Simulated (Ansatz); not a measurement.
Ideal-gas functions of F$_{2}$H$_{2}$HfS$_{2}$ (`[F][Hf]([F])([SH])[SH]`) at 500 K and 1 bar, from an Ansatz frequency run at PBE0-D4/def2-TZVP.

Molar mass 282.64 g/mol, point group C2 (symmetry number 2), electronic degeneracy 1, moments of inertia 262.336, 356.845, 424.528 u Å². Harmonic wavenumbers (cm⁻¹, unscaled): 88, 101, 110, 122, 138, 139, 203, 353, 357, 512, 513, 656, 661, 2682, 2682.

Use S(trans) = R[1.5 ln M + 2.5 ln T − 1.1517]; rotational temperatures θ = 24.2544 K / I; S(rot) = R[ln(√π/σ · √(T³/θAθBθC)) + 1.5]; for each mode x = 1.438777 ν̃/T, S = R[x/(eˣ − 1) − ln(1 − e⁻ˣ)] and H = RT x/(eˣ − 1); 1 cm⁻¹ = 0.0119627 kJ/mol; R = 8.31446 J/(mol·K).

Task: By hand: the entropy, in J/(mol·K).

Result: Translation 190.0. Rotation: θ = 0.0925, 0.068, 0.0571 K, giving 121.9. Vibration, mode by mode: 19.76, 18.62, 17.91, 17.06, 16.05, 15.99, 12.90, 8.53, 8.45, 5.81, 5.79, 4.17, 4.12, 0.03, 0.03, in all 155.2. Electronic 0.0. Sum 467.1 J/(mol·K).

Task: By hand: H − E and G − E in kJ/mol, counted from the electronic energy.

Result: Zero-point energy ½ × 9317 × 0.0119627 = 55.7; thermal vibration 35.3; translation, rotation and pV give 4 RT = 16.6. H − E = 107.6 kJ/mol, and G − E = 107.6 − 500 × 467.1/1000 = -126.0 kJ/mol.

Vibration gives 33 % of the entropy, 105.4 J/(mol·K) of it from the modes under 150 cm⁻¹: soft modes count most, and the harmonic formula is weakest for them. The sum counts one conformer and one mirror image; others add a mixing term.
